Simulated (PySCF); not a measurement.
**Potential energy of BTe⁻ along the bond**

Set-up: B aug-cc-pVDZ, Te aug-cc-pVDZ-PP with ECP28; scalar-relativistic core potentials (PySCF 2.14). Energies in eV from B + Te⁻ in their ground configurations at the same level. State: ¹Σ⁺ (singlet), closed shell.

All columns are PBE0. A positive dipole points towards Te; it is taken about the centre of mass and depends on that origin.

```
R (Å)  E (eV)  μ (D)  Mulliken charge on B (basis-dependent)  HOMO (eV)  LUMO (eV)  Mayer bond order  ⟨S²⟩
1.790  -3.184   5.93                                   -1.31      -0.14       3.37              1.60  0.00
1.874  -3.770   5.63                                   -1.18      -0.32       3.39              1.57  0.00
1.957  -4.090   5.30                                   -1.06      -0.51       3.40              1.56  0.00
2.019  -4.201   5.04                                   -0.98      -0.64       3.40              1.56  0.00
2.082  -4.230   4.78                                   -0.90      -0.76       3.40              1.57  0.00
2.144  -4.194   4.52                                   -0.83      -0.87       3.31              1.58  0.00
2.228  -4.074   4.18                                   -0.74      -1.01       3.16              1.60  0.00
2.332  -3.842   3.76                                   -0.64      -1.15       2.98              1.63  0.00
2.457  -3.493   3.30                                   -0.54      -1.14       2.75              1.66  0.00
2.623  -2.974   2.76                                   -0.42      -0.99       2.44              1.68  0.00
```

A fit through these points gives, at Re = 2.076 Å, μ = 4.81 D and dμ/dR = -4.20 D/Å; the reduced mass is 10.15 u.

Q: How strong is the fundamental in the double-harmonic approximation, I = 42.26·(dμ/dR)²/μred km/mol?

A: I = 42.26·(-4.20)²/10.15 = 73.4 km/mol at PBE0.

These are scalar-relativistic numbers at best; spin–orbit coupling would shift them, the dissociation energy most. For an ion De counts to the pair picked by the measured ionisation energies or electron affinities, which need not be the lowest pair at this level.
